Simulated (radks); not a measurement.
Effect of the nuclear size on the niobium ion Nb29+, [Ne] 3s2. Calculated with a radial shooting solver on a logarithmic mesh with Libxc functionals: Dirac Kohn-Sham, exchange-only LDA, spin-unpolarised, spherical densities, finite nucleus; Fermi nuclear charge, rms radius 4.324 fm. The rms radius is varied about that value; shifts are against it.

| rms radius (fm) | total energy shift (eV) | density at nucleus (e/bohr^3) | 1s1/2 shift (meV) | 2s1/2 shift (meV) | 2p1/2 shift (meV) | 3s1/2 shift (meV) | 3p1/2 (empty) shift (meV) | 4s1/2 (empty) shift (meV) |
|---|---|---|---|---|---|---|---|---|
| 3.6451 | -0.369 | 8.43e+04 | -155 | -16.9 | 1.11 | -4.17 | 0.307 | -1.60 |
| 4.0905 | -0.133 | 8.33e+04 | -55.9 | -6.10 | 0.402 | -1.51 | 0.111 | -0.580 |
| 4.324 | 0 | 8.283e+04 | 0.000 | 0.000 | 0.000 | 0.000 | 0.000 | 0.000 |
| 4.5618 | 0.143 | 8.237e+04 | 59.8 | 6.53 | -0.430 | 1.61 | -0.119 | 0.620 |
| 4.925 | 0.374 | 8.173e+04 | 157 | 17.1 | -1.13 | 4.22 | -0.310 | 1.62 |

Slopes of the eigenvalues against <r^2> in GHz/fm^2, as finite differences over the two radii next to the reference (eigenvalue slopes, not the field-shift constants of lines): 1s1/2 6870, 2s1/2 749, 2p1/2 -49.4, 3s1/2 185, 3p1/2 (empty) -13.6, 4s1/2 (empty) 71.1.
